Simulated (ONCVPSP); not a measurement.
# Transferability test, ONCV potential for arsenic

```json
{
 "Element": "As (Z = 33)",
 "Generator": "ONCVPSP 4.0.1",
 "Type": "optimised norm-conserving Vanderbilt (ONCV)",
 "Functional": "PBE",
 "Relativity": "scalar-relativistic",
 "Frozen core": "[Ne]",
 "Valence charge": "23",
 "Reference configuration": "3s2 3p6 3d10 4s2 4p3",
 "Partial waves": "3s+4s: rc 0.85 bohr, ncon 3, nbas 6, qcut 10.7 1/bohr, 2 projectors; 3p+4p: rc 0.95 bohr, ncon 3, nbas 8, qcut 16.6 1/bohr, 2 projectors; 3d: rc 1.20 bohr, ncon 4, nbas 9, qcut 15.2 1/bohr, 1 projector",
 "Local potential": "polynomial inside 0.75 bohr (lpopt 5, dvloc0 3 Ha)",
 "Core correction": "none"
}
```

Energies are relative to the spin-unpolarised reference configuration 3s2 3p6 3d10 4s2 4p3; without spin polarisation the order of configurations can differ from experiment.

```tsv
valence configuration	charge	ΔE all-electron (eV)	error AE − PS (meV)
3s2 3p6 3d10 4s2 4p2	+1	9.149	-0.5
3s2 3p6 3d10 4s1 4p4	0	9.417	-0.2
```

Question: What are ΔE and the potential's error for 3s2 3p6 3d10 4s2 4p0?

Answer: ΔE = 54.771 eV all-electron; the error (AE − PS) is -5.1 meV.

Question: What are ΔE and the potential's error for 3s2 3p6 3d10 4s2 4p1?

Answer: ΔE = 27.068 eV all-electron; the error (AE − PS) is -2.0 meV.

Levels in the configuration 3s2 3p6 3d10 4s2 4p1:

```
level  all-electron (eV)  pseudo (eV)
   3s           -211.663     -211.686
   3p           -155.031     -155.046
   3d            -61.938      -61.947
   4s            -33.448      -33.447
   4p            -22.669      -22.668
```
